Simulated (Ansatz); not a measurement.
Ansatz (a quantum-chemistry and plane-wave program) input (HF/3-21G): The .json file is the Basis Set Exchange's 3-21G.

Ansatz 0.2 input:
```yaml
crystal:
  periodic: [false, false, false]
  atoms:
    - {symbol: Ga, position_ang: [-0.07291982, 0.12343991, 0.28867848]}
    - {symbol: F, position_ang: [-1.37584435, -1.01626928, -0.32617332]}
    - {symbol: F, position_ang: [0.13343100, 1.42660418, -0.98951333]}
    - {symbol: F, position_ang: [1.49358161, -0.83551680, 0.32134966]}
basis:
  gaussian:
    orbitals: 3-21G.json
hamiltonian:
  xc: {name: HF}
total_charge: -1
magnetization: {spin_polarized: true, initial_magnetization: 1}
relax: {f_tol: 0.003, max_steps: 120}
```

From the last part of the output:

```
mean field -60157.45821913 eV, -2210.7458133635 hartree, gradient 7.7e-6 eV, S^2 0.752540; 0 other end points of the search recorded, 0 dependent functions left out
the calculation of the forces begins
reference -60157.45821913 eV, -2210.7458133635 hartree; 30, 29 occupied and 20, 21 virtual orbitals, 510 factors
relax step   1: F+E_penalty+E_count = -60157.45821913 eV  Δ(F+E_penalty+E_count) = +0.000e0 eV  max|allowed force component| = 2.339e0 eV/Å  Δτ_max = 0.0000 Å  (31 SCF iters, accepted)
these checks for a lower state are left out or cut short: starts, cluster_reference, orbital_swaps, neighbouring_geometries, increment
integrals: 0.01 GiB planned
510 factors; integrals over basis functions are off by at most 1.7e-4 eV
mean field: 0.17 GiB planned
mean field evaluation 16: about -60157.8116 eV, gradient 1.0e-5 eV
mean field -60157.81161400 eV, -2210.7588003851 hartree, gradient 1.1e-5 eV, S^2 0.752023; 0 other end points of the search recorded, 0 dependent functions left out
the calculation of the forces begins
reference -60157.81161400 eV, -2210.7588003851 hartree; 30, 29 occupied and 20, 21 virtual orbitals, 510 factors
relax step   2: F+E_penalty+E_count = -60157.81161400 eV  Δ(F+E_penalty+E_count) = -3.534e-1 eV  max|allowed force component| = 1.387e0 eV/Å  Δτ_max = 0.0812 Å  (31 SCF iters, accepted)
these checks for a lower state are left out or cut short: starts, cluster_reference, orbital_swaps, neighbouring_geometries, increment
integrals: 0.01 GiB planned
510 factors; integrals over basis functions are off by at most 1.7e-4 eV
mean field: 0.17 GiB planned
mean field -60157.86444354 eV, -2210.7607418352 hartree, gradient 1.1e-5 eV, S^2 0.751789; 0 other end points of the search recorded, 0 dependent functions left out
the calculation of the forces begins
reference -60157.86444354 eV, -2210.7607418352 hartree; 30, 29 occupied and 20, 21 virtual orbitals, 510 factors
relax step   3: F+E_penalty+E_count = -60157.86444354 eV  Δ(F+E_penalty+E_count) = -5.283e-2 eV  max|allowed force component| = 5.077e-1 eV/Å  Δτ_max = 0.0636 Å  (31 SCF iters, accepted)
these checks for a lower state are left out or cut short: starts, cluster_reference, orbital_swaps, neighbouring_geometries, increment
integrals: 0.01 GiB planned
510 factors; integrals over basis functions are off by at most 1.7e-4 eV
mean field: 0.17 GiB planned
mean field -60157.87204476 eV, -2210.7610211748 hartree, gradient 2.5e-5 eV, S^2 0.751840; 0 other end points of the search recorded, 0 dependent functions left out
the calculation of the forces begins
reference -60157.87204476 eV, -2210.7610211748 hartree; 30, 29 occupied and 20, 21 virtual orbitals, 510 factors
relax step   4: F+E_penalty+E_count = -60157.87204476 eV  Δ(F+E_penalty+E_count) = -7.601e-3 eV  max|allowed force component| = 1.361e-2 eV/Å  Δτ_max = 0.0187 Å  (23 SCF iters, accepted)
these checks for a lower state are left out or cut short: starts, cluster_reference, orbital_swaps, neighbouring_geometries, increment
integrals: 0.01 GiB planned
510 factors; integrals over basis functions are off by at most 1.7e-4 eV
mean field: 0.17 GiB planned
mean field evaluation 32: about -60157.8497 eV, gradient 8.9e-2 eV
mean field -60157.87207659 eV, -2210.7610223446 hartree, gradient 1.1e-5 eV, S^2 0.751839; 0 other end points of the search recorded, 0 dependent functions left out
the calculation of the forces begins
reference -60157.87207659 eV, -2210.7610223446 hartree; 30, 29 occupied and 20, 21 virtual orbitals, 510 factors
relax step   5: F+E_penalty+E_count = -60157.87207659 eV  Δ(F+E_penalty+E_count) = -3.183e-5 eV  max|allowed force component| = 2.101e-3 eV/Å  Δτ_max = 0.0013 Å  (25 SCF iters, accepted)
integrals: 0.01 GiB planned
510 factors; integrals over basis functions are off by at most 1.7e-4 eV
mean field: 0.17 GiB planned
mean field -60157.87207659 eV, -2210.7610223446 hartree, gradient 1.1e-5 eV, S^2 0.751839; 1 other end points of the search recorded, 0 dependent functions left out
the calculation of the forces begins
reference -60157.87207659 eV, -2210.7610223446 hartree; 30, 29 occupied and 20, 21 virtual orbitals, 510 factors
Total energy: -60157.87207659 eV, -2210.7610223446 hartree
Atom 0 at    -0.067075     0.113546     0.265540 Å, force    -0.000242     0.000410     0.000959 eV/Å
Atom 1 at    -1.298476    -0.965447    -0.318747 Å, force     0.001909     0.000958    -0.000326 eV/Å
Atom 2 at     0.128781     1.344675    -0.946040 Å, force     0.000019    -0.002101     0.000504 eV/Å
Atom 3 at     1.415018    -0.794517     0.293588 Å, force    -0.001685     0.000732    -0.001137 eV/Å
Dipole moment:    -0.067324     0.113967     0.266526 e Å
```

The dipole moment of an ion depends on the origin.
